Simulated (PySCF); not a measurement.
Mapped SMILES: `[CH:1]#[C:2][SiH2:3][O:4][SiH2:5][NH:6][CH3:7]`. Each H is labelled by its parent atom.

Geometry: GFN2-xTB; GIAO absolute shieldings from PySCF 2.14, gas phase, non-relativistic, averaged over equivalent atoms.

At PBE0/pcSseg-1 (178 basis functions, 65 s wall time on 1 thread of an Intel Xeon, shared host):
| atoms | σ (ppm) |
| --- | --- |
| C1 | 85.5 |
| C2 | 97.0 |
| C7 | 159.1 |
| Si5 | 384.9 |
| Si3 | 407.1 |
| O4 | 302.3 |
| N6 | 244.9 |
| H(Si5) | 26.52 |
| H(Si3) | 26.53 |
| H(C7) | 28.99 |
| H(C1) | 29.78 |
| H(N6) | 31.74 |

What do these become at PBE0/IGLO-II?

Results:


| atoms | σ at PBE0/IGLO-II | change |
| --- | --- | --- |
| C1 | 89.5 | +4.0 |
| C2 | 99.4 | +2.4 |
| C7 | 161.4 | +2.3 |
| Si5 | 388.9 | +4.0 |
| Si3 | 410.5 | +3.4 |
| O4 | 295.3 | -7.0 |
| N6 | 244.0 | -0.9 |
| H(Si5) | 26.55 | +0.03 |
| H(Si3) | 26.58 | +0.05 |
| H(C7) | 29.46 | +0.47 |
| H(C1) | 30.41 | +0.63 |
| H(N6) | 32.11 | +0.37 |

The largest change is at O4 (oxygen bonded to 2 Si). Cost: 234 basis functions, 79 s wall time on 1 thread of an Intel Xeon, shared host. The order of the carbon signals is the same at both levels.
